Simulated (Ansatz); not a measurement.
C3H3, doublet, at a GFN2-xTB geometry. Base run: PBE/def2-SVP (Ansatz, a first-principles code).

The Ansatz input:
Ansatz 0.2 input:
```yaml
crystal:
  periodic: [false, false, false]
  atoms:
    - {symbol: C, position_ang: [1.30815180, -0.19129891, 0.14654059]}
    - {symbol: C, position_ang: [0.10901014, -0.01594121, 0.01221143]}
    - {symbol: C, position_ang: [-1.22056561, 0.17849066, -0.13672909]}
    - {symbol: H, position_ang: [2.33913641, -0.34206600, 0.26203260]}
    - {symbol: H, position_ang: [-1.59247811, 1.02636034, -0.68281534]}
    - {symbol: H, position_ang: [-1.92623626, -0.51179755, 0.28864513]}
basis:
  gaussian:
    orbitals: def2-SVP
hamiltonian:
  xc: pbe
magnetization: {spin_polarized: true, initial_magnetization: 1}
```

The bond that is stretched is that between atoms 5 and 3. A test that says stable can miss a lower solution.

Each row names what was changed in the base input (with any setting that the change needs).

```
change                                                           ΔE vs base (mEh)  <S^2>       stability test says
---------------------------------------------------------------  ----------------  -----  ------------------------
base                                                                        0.000  0.762                   minimum
spin_polarized = on; lower_state_search = off                               0.000  0.762  undecided (no full test)
spin_polarized = on; lower_state_search = standard                          0.000  0.762                   minimum
bond × 1.25                                                                22.720  0.763                   minimum
spin_polarized = on; lower_state_search = off; bond × 1.25                 22.720  0.763  undecided (no full test)
spin_polarized = on; lower_state_search = standard; bond × 1.25            22.720  0.763                   minimum
bond × 1.5                                                                 67.485  0.767                   minimum
spin_polarized = on; lower_state_search = off; bond × 1.5                  67.485  0.767  undecided (no full test)
spin_polarized = on; lower_state_search = standard; bond × 1.5             67.485  0.767                   minimum
bond × 1.8                                                                  116.1  0.807                   minimum
spin_polarized = on; lower_state_search = off; bond × 1.8                   116.1  0.807  undecided (no full test)
spin_polarized = on; lower_state_search = standard; bond × 1.8              116.1  0.807                   minimum
bond × 2.2                                                                  153.9  1.377                   minimum
spin_polarized = on; lower_state_search = off; bond × 2.2                   153.9  1.377  undecided (no full test)
spin_polarized = on; lower_state_search = standard; bond × 2.2              153.9  1.377                   minimum
bond × 3.0                                                                  168.3  1.751                   minimum
spin_polarized = on; lower_state_search = off; bond × 3.0                   168.3  1.751  undecided (no full test)
spin_polarized = on; lower_state_search = standard; bond × 3.0              168.3  1.751                   minimum
```

On stretching, the SCF can end on different states; <S^2> shows the spin contamination of each.
